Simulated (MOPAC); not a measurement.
MOPAC input (PM6):

```
PM6 FORCE THERMO(298,298) PRECISE LET CHARGE=-1 GEO-OK AUX(PRECISION=9) THREADS=1
CHS

C    -1.03676171 1    0.25321756 1   -0.24047082 1
S     0.50811564 1   -0.07413696 1    0.07675278 1
H    -1.84379777 1   -0.30503540 1    0.19371448 1
```

From the output:

```
     H    3   3.698344   0.806211   3.908665

          HEAT OF FORMATION =      46.925472 KCALS/MOLE

          ZERO POINT ENERGY       6.090 KCAL/MOL

           NORMAL COORDINATE ANALYSIS (Total motion = 1 Angstrom)

   Root No.       1         2         3

                 1 A'      2 A'      3 A'

                 611.2     992.0    2656.9

           1    0.2225    0.1508    0.0504
           2    0.0790   -0.0694   -0.0570
           3   -0.0000    0.0000    0.0000
           4   -0.0679   -0.0779   -0.0013
           5   -0.0142    0.0157   -0.0017
           6    0.0000   -0.0000    0.0000
           7   -0.4925    0.6796   -0.5595
           8   -0.4898    0.3279    0.7326
           9    0.0000   -0.0000   -0.0000

           MASS-WEIGHTED COORDINATE ANALYSIS (NORMAL COORDINATES)

   Root No.       1         2         3

                 1 A'      2 A'      3 A'

                 611.2     992.0    2656.9

           1    0.6737    0.4967    0.1814
           2    0.2393   -0.2286   -0.2054
           3   -0.0000    0.0000    0.0000
           4   -0.3357   -0.4190   -0.0075
           5   -0.0703    0.0845   -0.0098
           6    0.0000   -0.0000    0.0000
           7   -0.4320    0.6485   -0.5836
           8   -0.4297    0.3129    0.7643
           9    0.0000   -0.0000   -0.0000

          DESCRIPTION OF VIBRATIONS

 VIBRATION          1    1A'         ATOM PAIR     ENERGY CONTRIBUTION    RADIAL
 FREQUENCY           611.23         C 1 -- S 2         +53.7% ( 97.9%)     91.4%
 TRANSITION DIPOLE   0.6569         C 1 -- H 3         +46.3% ( 90.9%)      0.0%
 TRAVEL (Ang.)       0.1722
 REDUCED MASS        3.7200
 EFFECTIVE MASS     13.1764
 FORCE CONSTANT      0.8188

 VIBRATION          2    2A'         ATOM PAIR     ENERGY CONTRIBUTION    RADIAL
 FREQUENCY           991.96         C 1 -- H 3         +60.7% ( 82.2%)     44.7%
 TRANSITION DIPOLE   0.9555         C 1 -- S 2         +39.3% ( 66.1%)     89.5%
 TRAVEL (Ang.)       0.1678
 REDUCED MASS        2.4140
 EFFECTIVE MASS      8.2413
 FORCE CONSTANT      1.3995

 VIBRATION          3    3A'         ATOM PAIR     ENERGY CONTRIBUTION    RADIAL
 FREQUENCY          2656.92         C 1 -- H 3         +99.1% (100.0%)     99.0%
 TRANSITION DIPOLE   0.2400         C 1 -- S 2          +0.9% (  9.3%)     48.3%
 TRAVEL (Ang.)       0.1652
 REDUCED MASS        0.9297
 EFFECTIVE MASS      1.4337
 FORCE CONSTANT      3.8666

      SYMMETRY NUMBER FOR POINT-GROUP Cs  =  1

          SYSTEM IS A GROUND STATE

 CHS

          MOLECULE IS NOT LINEAR

          THERE ARE  3 GENUINE VIBRATIONS IN THIS SYSTEM
          THIS THERMODYNAMICS CALCULATION IS LIMITED TO
          MOLECULES WHICH HAVE NO INTERNAL ROTATIONS

                    CALCULATED THERMODYNAMIC PROPERTIES
                                          *
   TEMP. (K)   PARTITION FUNCTION   H.O.F.    ENTHALPY  HEAT CAPACITY ENTROPY
                                   KCAL/MOL   CAL/MOLE    CAL/K/MOL  CAL/K/MOL

 298.00  VIB.     0.1064D+01                   120.2194     1.3938     0.5267
         ROT.     0.1682D+04                   888.2803     2.9808    17.7413
         INT.     0.1790D+04                  1008.4997     4.3746    18.2680
         TRA.     0.2926D+27                  1480.4672     4.9680    37.3408
         TOT.                       46.925    2488.9668     9.3426    55.6088

   *: NOTE: HEATS OF FORMATION ARE RELATIVE TO THE
            ELEMENTS IN THEIR STANDARD STATE AT 298K
              (=  Standard Enthalpy of Formation).

            Hvib:  Zero-point energy is not included.
                   frequencies of less than zero cm-1 are not included.
            Hrot = (3/2)RT
            Htra = (3/2)RT + pV = (5/2)RT

            Heat capacity is Cp, not Cv

          For more information, see: HTTP://OpenMOPAC.net/Manual/thermochemistry.html

           FORCE CONSTANT IN CARTESIAN COORDINATES (Millidynes/A)

    ATOM   CHEMICAL       X               Y               Z
   NUMBER   SYMBOL  FORCE CONSTANT  FORCE CONSTANT  FORCE CONSTANT

      1       C        4.560670        2.623435        0.005572
      2       S        4.065005        0.180441        0.000697
      3       H        1.714996        2.546957        0.001163

 **********************
 *                    *
 * JOB ENDED NORMALLY *
 *                    *
 **********************

 == MOPAC DONE ==
```

The dipole moment of an ion depends on the origin.
